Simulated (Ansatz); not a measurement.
Basis-set series for BH7Si3, SMILES `[SiH3][SiH]1B[SiH2]1`. Total charge 0; spin multiplicity 1. All single points use the PBE0-D4/def2-TZVP geometry.

```xyz
11

Si    0.8402    1.5508   -0.7613
Si    0.8525   -0.3077    0.6483
B     0.0284   -1.9879    0.3636
Si   -1.5631   -1.0140    0.0948
H     0.0993    2.6881   -0.1540
H     2.2517    1.9778   -0.9704
H     0.2399    1.2086   -2.0746
H     1.6572   -0.0326    1.8744
H     0.1547   -2.9507    1.0511
H    -1.7069    0.1013   -0.8727
H    -2.8539   -1.2337    0.8008
```

```csv
functional,basis,functions,energy (Eh),HOMO (eV),LUMO (eV)
PBE0-D4,def2-SVP,103,-896.76191,-6.76,-1.87
PBE0-D4,def2-TZVPP,255,-897.09239,-6.73,-1.93
ωB97M-V,def2-SVP,103,-897.05337,-8.57,0.09
ωB97M-V,def2-TZVPP,255,-897.38851,-8.59,-0.05
```

(1) Give the rows for def2-QZVPP. (An estimate is asked.)

Results:

(1) Ansatz gave: 
```
functional       basis  functions  energy (Eh)  HOMO (eV)  LUMO (eV)
   PBE0-D4  def2-QZVPP        477   -897.12268      -6.73      -1.94
   ωB97M-V  def2-QZVPP        477   -897.41702      -8.59      -0.09
```
